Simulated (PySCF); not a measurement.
## Correlation energy of Mo (molybdenum, neutral)

[Kr] 4d5 5s1, high-spin 7S determinant. All numbers are calculated (PySCF 2.14, a scalar-relativistic core potential, in aug-cc-pVTZ-PP with ECP28MDF (6s6p5d3f2g, 88 functions)). Frozen: 4s2 4p6; 6 electrons correlated.

```tsv
level	correlation energy (mhartree)
CCSD	-88.46
(T)	-2.66
CCSD(T)	-91.12
```

Diagnostics: T1 = 0.011, D1 = 0.0339, largest double amplitude 0.021.

Cost of the coupled-cluster step: of the order of 14 core-seconds, for 6 correlated electrons.
